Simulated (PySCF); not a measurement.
Molecule: SMILES C#CC#C[C@H](C)C(C)=O, C8H8O.

Bonds (- single, = double, # triple, : aromatic): C1#C2, C2-C3, C3#C4, C4-C5, C5-C6, C5-C7, C7-C8, C7=O9. C1 carries H10; C5 carries H11; C6 carries H12, H13, H14; C8 carries H15, H16, H17. Stereochemistry as in C#CC#C[C@H](C)C(C)=O.

Frames of a GFN2-xTB Langevin trajectory at 400 K; GIAO PBE0/pcSseg-1 shieldings in PySCF 2.14, gas phase, non-relativistic; equivalent atoms averaged within each frame.

Chemical shifts δ = σref − σ; $^{13}$C (186.93 ppm), $^{1}$H (31.72 ppm) vs TMS; H2O for $^{17}$O (336.08 ppm), all at this level. The references are static minima.

Task: How do the shifts (ppm) fluctuate along the trajectory?

Result: 
```tsv
time (fs)	C7	C4	C3	C1	C2	C5	C8	C6	O9	H11
optimised geometry	207.5	81.4	77.5	74.3	73.5	41.0	30.8	17.8	671.4	3.23
250	218.9	93.1	85.3	78.2	76.0	48.6	41.0	18.1	702.3	5.49
425	205.0	87.8	85.8	81.1	76.3	53.3	31.7	24.3	605.1	3.28
625	209.6	91.8	83.4	75.8	84.0	39.8	35.0	21.5	644.6	3.13
800	215.0	86.5	78.0	74.3	74.8	48.1	30.9	22.6	688.7	3.54
1000	198.6	84.8	82.7	81.2	77.3	40.6	31.0	20.1	649.9	3.01
mean of frames	209.4	88.8	83.0	78.1	77.7	46.1	33.9	21.3	658.1	3.69
standard deviation	8.0	3.5	3.1	3.1	3.6	5.8	4.3	2.4	38.6	1.03
```

5 frames give an uncertainty of the mean of about the standard deviation over 2.2 at best, since frames this close in time may not be independent; classical motion lacks zero-point vibration, and the reference would need the same averaging.
